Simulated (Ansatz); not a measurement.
Gas-phase electronic energies from Ansatz, PBE0-D4/def2-TZVP geometries. CCSD(T)/CBS adds triple-zeta CCSD(T) − MP2 to the extrapolated MP2 energy (def2 sets, frozen cores). This one scheme is used for every species, atoms too. Functionals use def2-TZVPP. B3LYP here is the variant with VWN-RPA as its local correlation; programs differ in this. No spin–orbit coupling; open shells (•) take unrestricted orbitals. Spin–orbit coupling would lower the free atoms: a little for C, O, Si. One conformer a species, not always the lowest.

`N=C1O[SiH2]1` → C• + 3 H• + N• + O• + Si•  (atomization)

`N=C1O[SiH2]1`:

```xyz
7

N    -1.486    0.793   -0.982
C    -0.470    0.389   -0.384
O     0.744    1.029   -0.264
Si    0.819   -0.460    0.554
H    -2.241    0.118   -0.910
H     1.707   -1.482   -0.040
H     0.926   -0.386    2.026
```

```csv
level,ΔE (kJ/mol)
LDA (SPW92),3076.8
revPBE-D4,2623.2
r2SCAN0-D4,2527.2
BHLYP-D4,2466.0
r2SCAN,2610.0
B3LYP,2585.2
HF/def2-SVP,1641.2
MP2/def2-SVP,2442.6
```

(1) What does CCSD(T)/CBS give? (Estimate.)

Largest T1 diagnostic among the species: 0.017.

Results:

(1) The calculation gave: +2595.0 kJ/mol. The listed levels differ from it by 481.8, 28.2, -67.8, -129.0, 15.0, -9.8, -953.8, -152.4 kJ/mol.

Leaving LDA and LC-ωPBE aside and taking each functional with its dispersion term where it has one, the values, not all of them listed here, spread over 240.9 kJ/mol, from BHLYP-D4 to PBE-D4. LDA lies +382.0 kJ/mol from PBE without D4, its usual overbinding. From PBE to PBE0 (25 % exact exchange), in def2-TZVPP and without D4, ΔE moves by −102.0 kJ/mol: exact exchange takes away binding that semilocal exchange gives to molecules. The D4 term adds +19.7 kJ/mol with B3LYP and +10.1 kJ/mol with PBE0; it sums over pairs of atoms, weighted by their polarisabilities, and B3LYP, whose exchange is more repulsive, gets the larger term.

For atomizations the MP2-based limit and the directly extrapolated one differ by several kJ/mol either way, and by 10 to 25 for some Ge, Se and Sn compounds, so smaller differences from it don't rank the levels.
